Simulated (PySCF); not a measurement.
UHF on Al²⁺ (aluminium, charge +2)

Configuration: [Ne] 3s1, 2S determinant. Computed with PySCF 2.14 in x2c-TZVPall (5s5p2d1f, 37 functions), with scalar relativity by spin-free X2C-1e.

| Item | Value |
| --- | --- |
| Total energy | -241.459468 hartree |
| One-electron energy | -327.9557 hartree |
| Hartree (Coulomb) energy | 104.2398 hartree |
| Exchange energy | -17.7436 hartree |
| ⟨S²⟩ | 0.7500 |
| ⟨L²⟩ | 0.000 |
| Sum of ⟨r⟩ | 7.312 bohr |
| Sum of ⟨r²⟩ | 9.383 bohr² |
| Langevin diamagnetic susceptibility | -7.43 ×10⁻⁶ cm³/mol |
| Time after the integrals | 0.08 s of wall time on 1 thread of Neoverse-V1 (shared host) |

```
shell  electrons  mean orbital energy (eV)  rms radius, mean of both spins (bohr)
 1s α          1                   -1616.2                                  0.139
 1s β          1                   -1615.9                                  0.139
 2s α          1                   -154.79                                  0.675
 2s β          1                   -154.07                                  0.675
 2p α          3                   -108.10                                  0.672
 2p β          3                   -107.82                                  0.672
 3s α          1                   -28.090                                   2.39
```

Densities and radii are taken from the X2C orbitals without a picture-change correction, which distorts them close to the nucleus.
